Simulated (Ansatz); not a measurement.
`F[SiH]([AlH2])[GeH3]` + H–F → `F[SiH](F)[AlH2]` + GeH₄ at 298.15 K and 1 bar (cleavage of the Si–Ge bond).

Calculated with Ansatz (gas phase, PBE0-D4/def2-TZVP geometries, no zero-point term in ΔE). CCSD(T)/CBS adds triple-zeta CCSD(T) − MP2 to the extrapolated MP2 energy (def2 sets, frozen cores). This one scheme is used for every species. For Ge outer-core shells are correlated without core-valence functions, which leaves a few kJ/mol of doubt a bond. Scalar relativity is left out up to krypton.

```csv
species,CCSD(T)/CBS energy (Eh),H − E (kJ/mol),S (J/(mol·K))
`F[SiH]([AlH2])[GeH3]`,-2710.63746,152.1,391.5
H–F,-100.39570,33.5,173.6
`F[SiH](F)[AlH2]`,-732.58614,93.0,342.9
GeH₄,-2078.49493,88.5,217.3
```

H − E and S are ideal-gas, rigid-rotor, harmonic terms from PBE0-D4/def2-TZVP, for one conformer and one mirror image of each species. 1 Eh = 2625.50 kJ/mol, R = 8.31446 J/(mol·K).

Problem. By hand: ΔE, ΔH, ΔS and ΔG.

Solution. ΔE = (-732.58614) + (-2078.49493) − (-2710.63746) − (-100.39570) = -0.04791 Eh = -125.8 kJ/mol. Δ(H − E) = 93.0 + 88.5 − 152.1 − 33.5 = -4.1, so ΔH = -129.9 kJ/mol. ΔS = 342.9 + 217.3 − 391.5 − 173.6 = -4.9 J/(mol·K). ΔG = -129.9 − 298.15 × (-4.9)/1000 = -128.4 kJ/mol.

Problem. By hand: the equilibrium constant, and the temperature at which ΔG would vanish if ΔH and ΔS stayed fixed.

Solution. log₁₀ K = −ΔG/(RT ln 10) = 22.5. ΔG = 0 at ΔH/ΔS = 26510 K, far beyond where these terms or the molecules hold.

The number of gas molecules stays the same, so ΔS is small and ΔH decides. A doubt of 5 kJ/mol in ΔE shifts log₁₀ K by 0.9 here. Other conformers and mirror images would add mixing entropy, several J/(mol·K) or more a flexible species. Modes under 60 cm⁻¹, often nearly free rotors, make the harmonic entropy too high. These are equilibria of isolated gas molecules and say nothing of rates. Largest T1 diagnostic: 0.012 (customary marks: 0.02 for closed shells, 0.045 for open ones).
